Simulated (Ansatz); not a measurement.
Li₄O₂⁻ (the lowest doublet isomer of a short search). Total charge -1; doublet. Geometry r2SCAN-D4/def2-TZVPD, basis def2-TZVPD, Ansatz.

```xyz
6

Li   -3.032    0.588   -0.377
Li    0.049   -0.369   -0.955
Li    3.048   -0.512    0.360
Li   -0.057    0.329    0.964
O     1.426   -0.276    0.177
O    -1.433    0.240   -0.169
```

```json
{"run": "A", "HOMO (eV)": "-0.02", "LUMO (eV)": "1.73"}
{"run": "B", "HOMO (eV)": "0.62", "LUMO (eV)": "0.95"}
{"run": "C", "HOMO (eV)": "0.62", "LUMO (eV)": "1.29"}
{"run": "D", "HOMO (eV)": "0.54", "LUMO (eV)": "1.96"}
```

LC-ωPBE has ω = 0.4 bohr⁻¹. The structure comes from a short search, and lower isomers may exist.

HOMO and LUMO are taken over both spins.

Question: The runs used BHLYP, LC-ωPBE, PBE0, ωB97M-V. Estimate which is which.

Answer: A LC-ωPBE (range-separated); B PBE0 (25 % exact exchange); C BHLYP (50 % exact exchange); D ωB97M-V (range-separated). Exact exchange lowers occupied and raises empty levels; among semilocal functionals meta-GGAs tend to open the gap a little, and such runs are hard to tell apart. The gap grows from 0.34 eV (PBE0) to 1.75 eV (LC-ωPBE). At PBE0-D4/def2-TZVPD, BHLYP-D4/def2-TZVPD, ωB97M-V/def2-TZVPD the highest occupied level of the charge -1 doublet lies above zero (up to 0.62 eV). It is a level of α spin, whose loss leaves a singlet; that state wasn't run at this geometry and level. The electron is either unbound and held by the finite basis, or the level is raised by self-interaction error.
